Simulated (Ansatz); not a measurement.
Consider the homolysis of the B–F bond: `FB(S)Cl` → `S[B]Cl`• + F•.

Computed with Ansatz on PBE0-D4/def2-TZVP structures; ΔE is electronic, products minus reactants. CCSD(T)/CBS adds triple-zeta CCSD(T) − MP2 to the extrapolated MP2 energy (def2 sets, frozen cores). This one scheme is used for every species, atoms too. DFT in def2-TZVPP. No spin–orbit coupling; open shells (•) take unrestricted orbitals. Spin–orbit coupling would lower the free atoms: a little for F. Each species was taken in one conformer, which may not be the lowest.

`FB(S)Cl`:

```xyz
5

F    -0.251   -0.711   -1.254
B     0.011    0.254   -0.395
S     0.119   -0.051    1.370
Cl    0.258    1.877   -0.999
H    -0.137   -1.368    1.278
```

`S[B]Cl`•:

Z-matrix (Å, degrees):
```
S
B 1 1.766
H 1 1.344 2 96.3
Cl 2 1.722 1 124.8 3 -180.0
```

What is ΔE at CCSD(T)/CBS? (Estimate.)

The calculation gave: +692.5 kJ/mol.

What do these levels give: r2SCAN-D4, CAM-B3LYP-D4, B2PLYP, PBE, BLYP, r2SCAN0? (Best estimate.)

The calculation gave: r2SCAN-D4 672.2, CAM-B3LYP-D4 690.1, B2PLYP 681.1, PBE 688.4, BLYP 675.5, r2SCAN0 654.9 kJ/mol.

What do rigid-rotor, harmonic-oscillator terms from PBE0-D4/def2-TZVP frequencies (298.15 K, 1 bar) make of the CCSD(T)/CBS value? (Best estimate.)

The calculation gave: ΔZPE = -11.9 kJ/mol, ΔH = +684.9 kJ/mol, ΔS = 143 J/(mol·K), ΔG = +642.2 kJ/mol. Open shells count their whole term as degenerate.

Largest T1 diagnostic among the species: 0.016.

The D4 term adds +3.9 kJ/mol with B3LYP and +2.0 kJ/mol with PBE0; it sums over pairs of atoms, weighted by their polarisabilities, and B3LYP, whose exchange is more repulsive, gets the larger term. At CCSD(T), def2-SVP lies −25.8 kJ/mol from the extrapolated value and def2-TZVPP −15.1 kJ/mol: correlation converges slowly with the basis, and small sets miss more of it in the bonded molecule than in its fragments.

B3LYP here is the variant with VWN-RPA as its local correlation; programs differ in this.
